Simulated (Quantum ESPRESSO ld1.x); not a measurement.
The indium ion In24+, configuration [Ar] 3d7.

Method: scalar-relativistic Kohn-Sham, LDA (Slater exchange, Perdew-Zunger correlation), spin-polarised, spherical densities, point nucleus; open shells are filled with parallel spins first; computed with ld1.x of Quantum ESPRESSO 7.5.

Energy parts (eV):
part                      energy
total                 -151367.42
kinetic                158075.72
electron-nucleus      -343402.24
Hartree                 37354.98
exchange-correlation    -3395.89

Orbitals (lengths in bohr, moments of r in powers of bohr; <r^-3> diverges for s and p1/2):
orbital,occ.,eigenvalue (eV),<r>,<r^2>,<r^-3>
1s up,1,-28604.331,0.02974,0.001196,-
1s down,1,-28604.119,0.02974,0.001196,-
2s up,1,-5020.898,0.1283,0.01938,-
2s down,1,-5013.296,0.1282,0.01935,-
2p up,3,-4601.183,0.1119,0.01526,4391
2p down,3,-4595.251,0.1117,0.01523,4400
3s up,1,-1569.599,0.3354,0.1282,-
3s down,1,-1561.133,0.3361,0.1287,-
3p up,3,-1432.512,0.3302,0.1260,896.6
3p down,3,-1423.901,0.3310,0.1266,890.0
3d up,5,-1230.483,0.3005,0.1057,127.2
3d down,2,-1220.331,0.3015,0.1065,126.5
4s up,0,-734.812,0.6808,0.5203,-
4s down,0,-732.097,0.6828,0.5233,-
4p up,0,-682.940,0.6934,0.5431,282.9
4p down,0,-680.284,0.6956,0.5466,280.6

The highest occupied level is 3d down at -1220.3 eV. For comparison, the ionisation energy in NIST's Atomic Spectra Database is 1255 eV (theoretical). In exact Kohn-Sham theory the highest level is minus the ionisation energy, but local and semilocal functionals leave it too shallow, through self-interaction and a potential that decays too fast; potentials with the right tail come closer. Spin moment in Bohr magnetons: 3. The density falls to 0.001 e/bohr^3 at r = 1.03 bohr. Summed over all electrons, <r^2> = 1.889 bohr^2, which gives a Langevin (diamagnetic) susceptibility term of -1.5 x 10^-6 cm^3/mol.
